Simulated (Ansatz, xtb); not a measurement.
# Relative energy of two isomers of C2HGeO+

Structure I: `C#C[O+]=[Ge]`, a singlet. Structure II: `O[C+]=[C]=[Ge]`, a singlet. Both are isolated ions in the gas phase, relaxed with PBE0-D3(BJ)/def2-SVP; the shapes shown needn't be the lowest conformers.

I (Å):

```yaml
atoms:
  - { symbol: C, position_ang: [0.0000, 0.0000, -0.1550] }
  - { symbol: C, position_ang: [0.0000, 0.0000, -1.3659] }
  - { symbol: Ge, position_ang: [0.0000, 0.0000, 2.8395] }
  - { symbol: O, position_ang: [0.0000, 0.0000, 1.1254] }
  - { symbol: H, position_ang: [0.0000, 0.0000, -2.4440] }
```

II (Å):

```csv
atom,x (Å),y (Å),z (Å)
C,0.5774,2.1957,-1.6121
C,1.6817,2.3628,-1.0680
Ge,3.3496,2.5607,-0.3384
O,-0.4865,1.9799,-2.2288
H,-1.3026,2.3340,-1.8241
```

Energies in hartree; the thermal terms are from PBE0-D3(BJ)/def2-SVP harmonic frequencies (ideal gas, rigid rotor, one conformer each, 298.15 K, 1 atm) and include the zero-point energy:

|  | I | II |
| --- | --- | --- |
| E, CCSD(T)/def2-TZVPP | −2227.026453 | −2227.033657 |
| zero-point energy | 0.022966 | 0.023163 |
| H(298 K) − E | 0.028612 | 0.029051 |
| G(298 K) − E | −0.003210 | −0.004775 |

Question: Work out ΔE, ΔE₀, ΔH and ΔG for I → II in kJ/mol (1 Eh = 2625.50 kJ/mol) and the equilibrium ratio [II]/[I].

Answer: 1. ΔE = −2227.033657 − (−2227.026453) = −0.007204 Eh = −18.91 kJ/mol.
2. ΔE₀ = ΔE + ΔZPE = −0.007204 + (+0.000197) Eh = −18.40 kJ/mol.
3. ΔH = ΔE + (+0.000439) Eh = −17.76 kJ/mol.
4. ΔG = ΔE + (−0.001565) Eh = −23.02 kJ/mol, so ΔS = (ΔH − ΔG)/T = +17.6 J/(mol K).
5. kT = 0.9442 mEh, so K = [II]/[I] = exp(−ΔG/kT) = exp(+9.29) ≈ 1.1 × 10^4.

Structure II is favoured at this temperature. An error of 4 kJ/mol in ΔG would change K by a factor of 5. GFN2-xTB, HF/STO-3G gave ΔE the other sign. Large T1 diagnostics make the coupled-cluster value less sure. Mirror images and further conformers aren't counted.

As drawn, II has 1 C=C, 1 C=Ge, 1 O–H in place of 1 C≡C, 1 Ge=O, 1 C–H.

Other levels gave ΔE = +101.5 (GFN2-xTB); +99.5 (HF/STO-3G, GFN2-xTB geometries); −29.5 (r2SCAN-D4/def2-SVP, GFN2-xTB geometries); −22.8 (PBE0-D3(BJ)/def2-SVP); −23.9 (HF/def2-TZVPP); −21.7 (MP2/def2-TZVPP) kJ/mol. The correlated steps freeze 12 core orbitals; the filled d shell of Ge is correlated, in a basis made for valence electrons. Programs: Ansatz 0.2.0, xtb 6.7.1.
